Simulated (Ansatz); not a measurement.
Basis sets compared for Ag₇Se⁺. Charge 1, multiplicity 1. Geometry PBE0-D4/def2-SVP. Ansatz on 4 threads of Arm Neoverse V1 on a shared host; times are rough, and most runs start from earlier orbitals.

```xyz
8

Ag   -1.411   -0.641   -0.368
Ag    1.397   -1.059   -0.135
Ag    0.015   -1.089    2.785
Ag    0.126    0.843   -1.965
Ag   -2.120    2.104   -0.774
Ag    0.146   -1.963   -2.375
Ag   -0.041    1.521    0.881
Se    1.887    0.284    1.951
```

In the def2 sets Ag takes a core potential; there is no spin–orbit coupling. No other spin state of charge 1 was run. The structure comes from a short search, and lower isomers may exist.

```csv
level,functions,energy (Eh),HOMO (eV),LUMO (eV),wall time
PBE-D4/def2-SVP,249,-3429.7539,-8.99,-7.68,12 s
PBE0-D4/def2-SVP,249,-3429.6923,-9.43,-6.89,22 s
```

(1) Estimate the rows for PBE-D4/def2-TZVP (with forces), PBE0-D4/def2-TZVP.

## Answers

(1) 
```
                         level  functions  energy (Eh)  HOMO (eV)  LUMO (eV)  wall time
PBE-D4/def2-TZVP (with forces)        328   -3430.3187      -8.99      -7.67       18 s
             PBE0-D4/def2-TZVP        328   -3430.2457      -9.43      -6.86       36 s
```
